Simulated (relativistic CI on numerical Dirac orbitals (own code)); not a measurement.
## Transition arrays of Zr16+

Method of calculation: Dirac-Coulomb-Breit CI, orbitals from a KLI potential per configuration, a model potential for QED, valence Slater integrals scaled by 0.9, whole transition arrays (own radial code, finite nucleus).

Configuration list (outside the closed core [Ne] 3s2): 3p6 3d6, 3p6 3d5 4f, 3p5 3d7, 3p6 3d5 4p, 3p6 3d5 5f. Levels of other configurations are missing.

All E1 lines from the levels of 3p6 3d6; mean and standard deviation are weighted by gf, and upper levels are sorted by their leading configuration.

```tsv
Upper configuration	Lines	Σgf	Mean (eV)	Mean (nm)	σ (eV)	Strongest line (nm)
3p6 3d5 4f	5470	737.2	378.55	3.275	4.80	3.251
3p5 3d7	1718	188.2	157.72	7.861	11.28	7.165
3p6 3d5 4p	3245	59.7	279.93	4.429	4.70	4.449
3p6 3d5 5f	5470	327.7	468.73	2.645	5.39	2.638
```

Σgf per state of the lower configuration in bins of 0.2 nm over the central range (centre: value): 2.5: 0.07, 2.7: 1.49, 3.3: 3.45, 3.5: 0.03, 4.3: 0.09, 4.5: 0.19, 7.1: 0.06, 7.3: 0.16, 7.5: 0.12, 7.7: 0.08, 7.9: 0.12, 8.1: 0.08, 8.3: 0.07, 8.5: 0.07.

Problem. How do configuration mixing and the scaling of the Slater integrals move the arrays?

Solution. Slater scale 0.9, no configuration mixing: 3p6 3d5 4f 378.7 ± 4.8 eV (Σgf 756.5), 3p5 3d7 158.2 ± 11.4 eV (Σgf 208.1), 3p6 3d5 4p 280.1 ± 4.7 eV (Σgf 60.0), 3p6 3d5 5f 468.4 ± 5.4 eV (Σgf 246.4); Slater scale 1: 3p6 3d5 4f 379.3 ± 5.3 eV (Σgf 741.8), 3p5 3d7 158.9 ± 12.2 eV (Σgf 187.2), 3p6 3d5 4p 280.0 ± 5.2 eV (Σgf 59.8), 3p6 3d5 5f 469.1 ± 6.0 eV (Σgf 330.6); Slater scale 0.8: 3p6 3d5 4f 377.8 ± 4.3 eV (Σgf 732.7), 3p5 3d7 156.6 ± 10.4 eV (Σgf 189.1), 3p6 3d5 4p 279.8 ± 4.2 eV (Σgf 59.7), 3p6 3d5 5f 468.4 ± 4.8 eV (Σgf 325.0). With mixing, levels are counted to their leading configuration, so an array can shrink or vanish into another, and the sums then hold other lines.
